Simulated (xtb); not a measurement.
CH3Te, SMILES C[Te] (connectivity only; charge and spin as stated), charge +1, multiplicity 1. All values are semi-empirical tight-binding results from xtb (GFN2-xTB unless named), good for trends rather than for accurate numbers. Geometry: GFN2-xTB. The multiplicity is an assumed one; other spin states were not compared. The isomer is the one that the SMILES or the coordinates give; other isomers of the formula were not compared.

Optimised geometry:

```xyz
5

C     -1.7851    -0.1276    -0.0161
Te     0.3295     0.0193     0.0041
H     -2.1393    -0.8742    -0.7434
H     -2.1919    -0.2430     1.0021
H     -2.0939     0.8795    -0.3727
```
Charge +1, spin multiplicity 1.

```yaml
point_group_as_xtb_finds_it: Cs
orbital_gap: 0.46 eV
zero_point_energy: 19.0 kcal/mol
G − E(el) at 298.15 K (modified RRHO): 2.7 kcal/mol
static polarisability (D4 model): 48.6 bohr³
solvation energy, GFN2-xTB/ALPB(water): -63.0 kcal/mol
solvation energy, GFN2-xTB/ALPB(ether): -50.1 kcal/mol
```

**Question.** Give the atomic charges and the Wiberg bond orders between heavy atoms. (An estimate is asked for; the answer gives what the named calculation found.)

**Answer.** charges (e) C1 -0.09, Te2 0.36, H3 0.23, H4 0.23, H5 0.26. Bond orders C1–Te2 1.40.
